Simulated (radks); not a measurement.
Values are calculated unless marked as measured or tabulated.
Q: V7+, 16 electrons, occupied as [Ne] 3s2 3p4. Code: a radial shooting solver on a logarithmic mesh with Libxc functionals. Model: scalar-relativistic Kohn-Sham, PBE, spin-unpolarised, spherical densities, point nucleus. Some entries of the table are withheld. Estimate them.

orbital  occ.  eigenvalue (hartree)  <r^2> (bohr^2)  <1/r> (bohr^-1)
1s          2                   (1)        0.005936            22.84
2s          2             -27.33274          0.1115            4.812
2p          6                   (2)         0.09173            4.713
3s          2              -7.06232             (3)            1.626
3p          4              -6.03827          0.9204            1.534
3d          0              -4.48140          0.9542            1.352
4s          0                   (4)             (5)              (6)

A: 
(1) 1s eigenvalue (hartree): -202.4103
(2) 2p eigenvalue (hartree): -23.69308
(3) 3s <r^2> (bohr^2): 0.8653
(4) 4s eigenvalue (hartree): -2.93288
(5) 4s <r^2> (bohr^2): 3.979
(6) 4s <1/r> (bohr^-1): 0.7392
